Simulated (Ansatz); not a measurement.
Born–Oppenheimer molecular dynamics of CH₆Sn (8 atoms, charge 0, multiplicity 1). It starts from a relaxed structure.

Theory: RKS PBE0-D4/def2-SVP in Ansatz.

- ensemble: NVE (velocity Verlet)
- time step: 0.5 fs
- steps asked: 300
- starting velocities drawn for: 3000 K
- seed: 316612

First frame:

```xyz
8
Properties=species:S:1:pos:R:3
Sn -0.001 0.000 0.000
H 0.372 -0.172 1.666
H 1.462 0.234 -0.865
H -0.997 1.382 -0.211
C -1.014 -1.757 -0.717
H -1.946 -1.910 -0.153
H -1.258 -1.642 -1.783
H -0.371 -2.640 -0.591
```

(1) What does the run give?

(2) What happens to the structure?

(3) How do temperature and energy run in time?

Answers

(1) All steps were run.

- steps done: 300
- time covered: 150 fs
- mean temperature over the second half: 1466 K
- spread of the potential energy over the second half: 41.1 meV per atom
- mean potential energy of the second half above the start: 150.1 meV per atom

The conserved energy stayed within 3.4 meV per atom of its start (net change 2.9 meV per atom), so the integration is sound. Over the second half the temperature averaged 0.49 of the 3000 K drawn at the start: a run that starts near a minimum puts about half its kinetic energy into the potential. A run of 0.15 ps of so small a system gives no equilibrium averages.

(2) The same pairs are bonded in the first frame and the last. Pairs count as bonded within 1.25 times the sum of covalent radii (0.12 Å more for H–H). Another seed would give other details.

(3) 
```csv
time (fs),T (K),potential energy less start (eV),conserved less start (meV/atom)
0.0,3000,0.000,0.00
7.5,553,1.916,2.21
15.0,1429,1.222,0.46
22.5,2068,0.729,0.79
30.0,1074,1.509,1.93
37.5,1909,0.847,0.04
45.0,1610,1.086,1.04
52.5,1234,1.383,1.62
60.0,1568,1.118,0.95
67.5,1870,0.886,1.18
75.0,1072,1.511,1.96
82.5,1283,1.340,1.12
90.0,2041,0.751,0.87
97.5,1395,1.260,1.89
105.0,1286,1.341,1.40
112.5,1590,1.104,1.30
120.0,1074,1.510,1.95
127.5,1623,1.081,1.67
135.0,1914,0.852,1.24
142.5,1270,1.356,1.89
150.0,845,1.695,2.93
```

Time of the run: 12 min on 1 thread of Arm Neoverse V1 (shared host), peak memory 0.13 GiB.
